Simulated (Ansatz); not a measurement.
One change: `[NH]=[Nb]([NH2])([OH])[F]` becomes `C[O][Nb](=[NH])([OH])[F]`.

Ansatz, PBE0-D4/def2-TZVP geometries, multiplicity 1. Each molecule was computed in one conformer, which needn't be the lowest.

Elements past krypton have def2 core potentials.

```csv
property,`[NH]=[Nb]([NH2])([OH])[F]`
HOMO energy (PBE0/def2-TZVPP) / eV,-7.85
HOMO energy (ωB97M-V/def2-TZVPP) / eV,-10.21
size of the dipole moment (B3LYP/def2-TZVPP) / D,2.51
LUMO energy (PBE/def2-TZVPP) / eV,-1.55
HOMO–LUMO gap (B3LYP/def2-TZVPP) / eV,6.65
HOMO–LUMO gap (PBE/def2-TZVPP) / eV,4.87
```

Problem. What does the change do to each property? (Best estimate.)

Solution. Ansatz gave: 
| property | `C[O][Nb](=[NH])([OH])[F]` | shift |
| --- | --- | --- |
| HOMO energy (PBE0/def2-TZVPP) / eV | -8.04 | -0.19 |
| HOMO energy (ωB97M-V/def2-TZVPP) / eV | -10.38 | -0.17 |
| size of the dipole moment (B3LYP/def2-TZVPP) / D | 2.90 | 0.39 |
| LUMO energy (PBE/def2-TZVPP) / eV | -1.43 | 0.12 |
| HOMO–LUMO gap (B3LYP/def2-TZVPP) / eV | 6.92 | 0.27 |
| HOMO–LUMO gap (PBE/def2-TZVPP) / eV | 5.18 | 0.31 |

With PBE0 the HOMO falls by 0.19 eV and the LUMO rises by 0.09 eV, so the gap widens by about 0.28 eV. PBE moves the HOMO by -0.18 eV and ωB97M-V by -0.17 eV. Dipoles are sizes alone; their direction can turn.

B3LYP here is the variant with VWN-RPA as its local correlation; programs differ in this.
